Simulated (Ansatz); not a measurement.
K₂O₂⁻ (the lowest doublet isomer of a short search), 4 atoms. Hardware: 4 threads of AMD EPYC 9B45 on a shared host.

Correlated methods freeze 12 core orbitals; core or outer-core shells of K are correlated, in sets that lack core-valence functions.

**Question.** How many basis functions does each of these Ansatz runs have, and roughly what does it cost? RPA@PBE/def2-TZVPD, charge -1 doublet, energy, from earlier orbitals; BHLYP-D4/def2-TZVPD, charge -1 doublet, energy, from earlier orbitals; LC-ωPBE/def2-TZVPD, charge -1 quartet, energy, from earlier orbitals; PBE0-D4/def2-TZVPD, charge 0 triplet at the geometry of the charge -1 doublet, energy; r2SCAN-D4/def2-TZVPD, charge -1 doublet, energy, from earlier orbitals; LC-ωPBE/def2-TZVPD, charge -1 doublet, energy, from earlier orbitals; r2SCAN-D4/def2-TZVPD, charge -1 quartet, relaxation, 4 steps; MP2/def2-TZVPD, charge -1 quartet, energy, from earlier orbitals; PBE-D4/def2-TZVPD, charge -1 quartet, energy, from earlier orbitals; PBE0-D4/def2-TZVPD, charge -1 doublet, energy, from earlier orbitals; PBE0-D4/def2-TZVPD, charge 0 singlet at the geometry of the charge -1 doublet, energy, from earlier orbitals; HF/STO-3G, charge -1 doublet, energy.

**Answer.** Other jobs shared the machine, so times can vary by a factor of up to 3. A dash marks memory too small to be measured apart from the calling script's.

```csv
run,functions,fitting or Cholesky vectors,wall time,peak host memory (GiB)
"HF/STO-3G, charge -1 doublet, energy",36,478,0.15 s,–
"MP2/def2-TZVPD, charge -1 quartet, energy, from earlier orbitals",152,1173,0.85 s,–
"PBE-D4/def2-TZVPD, charge -1 quartet, energy, from earlier orbitals",152,1028,1.2 s,–
"PBE0-D4/def2-TZVPD, charge 0 singlet at the geometry of the charge -1 doublet, energy, from earlier orbitals",152,1118,1.9 s,–
"PBE0-D4/def2-TZVPD, charge 0 triplet at the geometry of the charge -1 doublet, energy",152,1118,1.9 s,0.55
"RPA@PBE/def2-TZVPD, charge -1 doublet, energy, from earlier orbitals",152,1173,2.1 s,–
"PBE0-D4/def2-TZVPD, charge -1 doublet, energy, from earlier orbitals",152,1118,2.2 s,–
"r2SCAN-D4/def2-TZVPD, charge -1 doublet, energy, from earlier orbitals",152,1028,2.7 s,–
"LC-ωPBE/def2-TZVPD, charge -1 quartet, energy, from earlier orbitals",152,1028,2.7 s,–
"LC-ωPBE/def2-TZVPD, charge -1 doublet, energy, from earlier orbitals",152,1028,2.9 s,0.55
"BHLYP-D4/def2-TZVPD, charge -1 doublet, energy, from earlier orbitals",152,1234,3.1 s,0.74
"r2SCAN-D4/def2-TZVPD, charge -1 quartet, relaxation, 4 steps",152,1028,4.6 s,–
```
